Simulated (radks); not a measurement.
Spherical quantum dot in the effective-mass picture: electrons in a parabolic well V = omega^2 r^2 / 2 with omega = 0.245, all in effective atomic units (hartree* = m*/eps^2 hartree, bohr* = eps/m* bohr), one dielectric constant everywhere. Method: non-relativistic Kohn-Sham, LDA (Slater exchange, Perdew-Wang correlation), spin-polarised, spherical densities; computed with a radial shooting solver with Libxc functionals. Levels are named by radial order and angular momentum (1s, 1p, 1d, 2s, ...), and open shells are averaged over m.

N = 27, configuration 1s2 1p6 1d10 2s2 1f(up 7, down 0). This is the lowest configuration that the search found. Occupied and some empty levels:

| level | occupation | eigenvalue (hartree*) | <r> (bohr*) |
|---|---|---|---|
| 1s up | 1 | 5.0112 | 4.698 |
| 1s down | 1 | 5.0269 | 4.462 |
| 1p up | 3 | 5.0697 | 5.541 |
| 1p down | 3 | 5.0917 | 5.431 |
| 1d up | 5 | 5.1441 | 6.086 |
| 1d down | 5 | 5.1693 | 6.046 |
| 2s up | 1 | 5.1821 | 4.772 |
| 2s down | 1 | 5.1957 | 4.907 |
| 1f up | 7 | 5.2328 | 6.501 |
| 1f down | 0 | 5.2591 | 6.499 |
| 2p up | 0 | 5.2925 | 5.369 |
| 2p down | 0 | 5.3062 | 5.409 |
| 1g up | 0 | 5.3341 | 6.845 |
| 1g down | 0 | 5.3605 | 6.866 |
| 2d up | 0 | 5.4103 | 5.916 |
| 2d down | 0 | 5.4254 | 5.918 |

Energy (hartree*): total 84.7859, kinetic 4.4275, external 29.908, Hartree 55.985, exchange-correlation -5.5353.
